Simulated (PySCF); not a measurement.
# Electron correlation in K²⁺ (potassium, charge +2)

[Ne] 3s2 3p5, 2P determinant. All numbers are calculated (PySCF 2.14, scalar relativity by spin-free X2C-1e, in x2c-SVPall (5s3p2d, 24 functions)). Frozen: [Ne] 3s2; 5 electrons correlated.

Total MP2 correlation energy: -24.00 mhartree.

Same-spin part -7.49 and opposite-spin part -16.51 mhartree; SCS-MP2 scales them by 1/3 and 6/5 to -22.31 mhartree.

| level | correlation energy (mhartree) |
| --- | --- |
| CCSD | -27.48 |
| (T) | -0.01 |
| CCSD(T) | -27.49 |

Diagnostics: T1 = 0.00057, D1 = 0.0008, largest double amplitude 0.014.

**Question.** Is a single reference adequate?

**Answer.** Yes: T1 lies below 0.03 and no double amplitude reaches 0.07.
